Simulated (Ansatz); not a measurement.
One change: `BCB` becomes `B[CH2][GeH3]`.

Ansatz, PBE0-D4/def2-TZVP geometries, multiplicity 1. 

Scalar relativity is left out up to krypton.

```json
{"property": "HOMO energy (B3LYP/def2-TZVPP) / eV", "`BCB`": "-8.86"}
{"property": "ideal-gas entropy at 298 K and 1 bar (rigid rotor, harmonic PBE0-D4/def2-TZVP) / J/(mol·K)", "`BCB`": "282"}
{"property": "HOMO–LUMO gap (PBE0/def2-TZVPP) / eV", "`BCB`": "7.16"}
{"property": "size of the dipole moment (B3LYP/def2-TZVPP) / D", "`BCB`": "0.78"}
{"property": "size of the dipole moment (ωB97M-V/def2-TZVPP) / D", "`BCB`": "0.79"}
{"property": "HOMO–LUMO gap (ωB97M-V/def2-TZVPP) / eV", "`BCB`": "11.42"}
```

Task: What does the change do to each property? (Estimate.)

Result: Computed: 
| property | `B[CH2][GeH3]` | shift |
| --- | --- | --- |
| HOMO energy (B3LYP/def2-TZVPP) / eV | -8.57 | 0.29 |
| ideal-gas entropy at 298 K and 1 bar (rigid rotor, harmonic PBE0-D4/def2-TZVP) / J/(mol·K) | 321 | 39 |
| HOMO–LUMO gap (PBE0/def2-TZVPP) / eV | 7.54 | 0.38 |
| size of the dipole moment (B3LYP/def2-TZVPP) / D | 1.04 | 0.26 |
| size of the dipole moment (ωB97M-V/def2-TZVPP) / D | 1.03 | 0.24 |
| HOMO–LUMO gap (ωB97M-V/def2-TZVPP) / eV | 11.60 | 0.18 |

With PBE0 the HOMO rises by 0.22 eV and the LUMO rises by 0.60 eV, so the gap widens by about 0.38 eV. PBE moves the HOMO by 0.06 eV and ωB97M-V by 0.37 eV. The zero-point energy changes by 9.3 kJ/mol with +3 modes. Dipoles are sizes alone; their direction can turn. Modes under 60 cm⁻¹, often nearly free rotors, make the harmonic entropy too high.

B3LYP here is the variant with VWN-RPA as its local correlation; programs differ in this.
